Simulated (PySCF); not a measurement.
Zn(Me)(OH) cation (CH₄OZn), SMILES [CH3][Zn][OH] (connectivity only; charge and spin as stated), charge +1, multiplicity 2.

Geometry optimised at r2SCAN-D4/def2-TZVP. The spin state was assumed, not searched. The isomer is the one that the SMILES or the coordinates give; other isomers of the formula were not compared. The values are those of a single conformer.

Computed with IEF-PCM-B3LYP/def2-SVP (PySCF).

The values are the electrostatic part of the solvation free energy, E(continuum) − E(gas) at the gas-phase geometry, in a cavity of scaled van der Waals radii (PySCF's table); cavitation and dispersion terms are not included. A continuum can't describe solvent molecules that bind to the metal.

```json
[
 {"solvent": "water", "ε": "78.36", "ΔG(elec) (kcal/mol)": "?"},
 {"solvent": "ethanol", "ε": "24.85", "ΔG(elec) (kcal/mol)": "-82.9"},
 {"solvent": "1-octanol", "ε": "9.86", "ΔG(elec) (kcal/mol)": "-76.6"}
]
```

Q: Fill in the missing entries. (An estimate is asked for; the answer gives what the named calculation found.)

A: 
- water, ΔG(elec) (kcal/mol): -85.8
